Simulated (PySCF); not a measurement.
Vertical excitations of a molecule C2H4OSe from TDA-PBE/def2-SVPD in PySCF 2.14.0, as energy in eV (oscillator strength): 3.26 (0.000), 4.46 (0.000), 4.63 (0.006), 5.30 (0.016), 5.53 (0.034), 5.89 (0.001), 6.00 (0.037), 6.11 (0.000), 6.22 (0.018), 6.64 (0.041). Lowest triplet (TDA): 2.80 eV. Coordinates come from a PBE-D3(BJ)/def2-SVP optimisation. Other conformers were not sampled.

**Question.** Which molecule gave these data?
A) O=CC[SeH]
B) C1OC[Se]1
C) C[Se]C=O

**Answer.** B, C1OC[Se]1
